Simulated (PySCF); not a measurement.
A GIAO shielding run with PySCF 2.14 (density fitting, non-relativistic, gas phase) on `CS/C(=C/S[SiH3])[SiH2]F`, C₃H₉FS₂Si₂:

```
$ OMP_NUM_THREADS=1 python probes_run.py task.json out

{"job": {"kind": "nmr", "xc": "PBE0", "basis": "pcSseg-1"}, "charge": 0, "multiplicity": 1}
C      3.036867     0.824193    -0.210744
S      1.464408     1.558804    -0.760458
C      0.349594     0.181744    -0.596726
C     -0.821692     0.454846    -0.017319
S     -2.104230    -0.731502     0.110879
Si    -3.389156     0.249012     1.544535
Si     0.682479    -1.521722    -1.337190
F      2.086621    -1.476229    -2.132023
H      2.893286     0.362635     0.761316
H      3.389408     0.100834    -0.936966
H      3.738451     1.648810    -0.133134
H     -1.053118     1.436046     0.370483
H     -2.681076     0.293030     2.819242
H     -4.564423    -0.601441     1.560596
H     -3.640225     1.593348     1.038901
H      0.894371    -2.503983    -0.283755
H     -0.288564    -1.856393    -2.362131
```

Hardware: 1 thread of an Arm Neoverse N1, shared host. The job also computes population analyses, field gradients.

Question: How large is the calculation?

Answer: 96 electrons, 209 basis functions and 1180 auxiliary functions.

Question: How long does it take, and how much memory does it need?

Answer: 68 s of wall time, with 14 SCF cycles and 5 response iterations; peak memory 0.86 GiB. Times on a shared host scatter by some tens of per cent.
